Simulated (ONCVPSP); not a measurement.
**Plane-wave convergence, ONCV potential for ruthenium**

ONCVPSP 4.0.1 input, shortened (lines: element, Z, core and valence counts, functional; n l f; lmax; l rc ep ncon nbas qcut; lloc lpopt rc5 dvloc0; l nproj debl; icmod fcfact rcfact), PBEsol, scalar-relativistic:

```
  Ru 44.00    6    4  -116133      upf
    1    0    2.00
    2    0    2.00
    2    1    6.00
    3    0    2.00
    3    1    6.00
    3    2   10.00
    4    0    2.00
    4    1    6.00
    4    2    7.00
    5    0    1.00
    2
    0    1.50    0.00    3    8    6.20
    1    1.35    0.00    4    7   12.10
    2    2.20    0.00    5   10    8.00
    4    3    1.10    0.00
    0    2    3.00
    1    2    0.40
    2    2    3.00
    0    0.00    0.00
```

In the p channel the program set the typed energies aside and used -1.704, 0.250 Ha.

Question: For each optimised wave give the share of its norm inside rc, the residual kinetic energy above qcut (Ha) and the cutoffs (Ha) for errors of 10, 1, 0.1 and 0.01 mHa per electron.

Answer:

```
         wave  norm inside rc  residual KE  10 mHa  1 mHa  0.1 mHa  0.01 mHa
           4s           0.906      2.1e-04    11.6   16.3     37.7     119.6
           5s           0.038      9.9e-05     4.9   14.7     19.5      51.8
           4p           0.743      9.7e-08    30.1   41.0     49.8      57.1
p projector 2           0.063      5.3e-09    19.0   34.6     44.8      52.8
           4d           0.785      5.1e-08    16.0   20.4     24.1      26.9
d projector 2           0.160      1.1e-06    17.4   22.4     26.2      29.4
```

The occupied waves need 41 Ha and 50 Ha for 1 and 0.1 mHa.
